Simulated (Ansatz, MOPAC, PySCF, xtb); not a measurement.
Complex: HF (SMILES F) (first 2 atoms) with SiH4 (SMILES [SiH4]); geometry from B3LYP-D3(BJ)/def2-TZVP, rigid monomers moved along the line of their centres of mass till H2···H4 is 1.59 Å.
(charge 0, multiplicity 1):
```xyz
7

F     -0.2022    -0.4294    -0.4678
H     -0.1008    -0.7705     0.3912
Si    -0.0465     0.1068     2.8905
H      0.0392    -1.0454     1.9498
H      1.0412     1.0550     2.5758
H      0.1071    -0.4254     4.2607
H     -1.3649     0.7522     2.7278
```

| level | interaction energy (kcal/mol) | minus CCSD(T)/CBS(aug-cc-pV(D+d)Z, aug-cc-pV(T+d)Z) | cost |
|---|---|---|---|
| GFN-FF | 1.74 | 2.63 | - |
| PM3 | -2.24 | -1.35 | - |
| PM6 | 0.08 | 0.96 | - |
| PM7 | 3.62 | 4.51 | - |
| PBE/def2-TZVPPD | -1.53 | -0.65 | ×1 |
| PBE-D3(BJ)/def2-TZVPPD | -2.11 | -1.22 | ×1 |
| PBE-D4/def2-TZVPPD | -1.96 | -1.07 | ×1 |
| r2SCAN-D4/def2-TZVPPD | -1.55 | -0.67 | ×2 |
| B3LYP/6-31G* | 0.51 | 1.39 | - |
| M06-2X/6-31G* (no counterpoise) | -1.51 | -0.63 | - |
| wB97M-V/def2-TZVPPD | -1.01 | -0.13 | ×3 |
| MP2/6-31G* (no counterpoise) | -0.63 | 0.25 | - |
| MP2/CBS(aug-cc-pV(D+d)Z, aug-cc-pV(T+d)Z) | -0.82 | 0.07 | - |
| CCSD(T)/CBS(aug-cc-pV(D+d)Z, aug-cc-pV(T+d)Z) | -0.89 | 0.00 | ×50* |

 The comparison column counts from a level with limits of its own.

The rows run from -2.24 (PM3) to 3.62 kcal/mol (PM7). The dispersion term adds -0.57 in PBE-D3(BJ), -0.42 in PBE-D4.

Monomers are frozen at their geometry in the pair; levels with a basis set take the counterpoise correction. Rows marked so take none.

Frozen-core correlation. CBS(a, b) extrapolates the correlation energy as X⁻³ and adds the Hartree–Fock energy of set b. Rows in 6-31G* carry no dispersion term and start afresh at each structure (6-31G* with six Cartesian d functions). MP2/6-31G* freezes PySCF's default core. The state that PM3, PM6, PM7 reach isn't checked; PM7 holds dispersion and hydrogen-bond terms.

The values were computed with Ansatz (Gaussian orbitals); MOPAC for PM3, PM6, PM7 (differences of heats of formation); PySCF for 6-31G* rows, the dispersion terms; xtb for the GFN methods. Values without a source in brackets are computed.

Costs are rough ratios of core time to PBE/def2-TZVPPD (about 4 s over the structures, on one shared machine); a dash marks a level with no comparable run of its own. A star marks coupled-cluster runs past 200 virtual orbitals, where the program's memory plan changes under this machine's limit, so their costs aren't comparable with smaller runs.

Ansatz is a program for electronic structure.
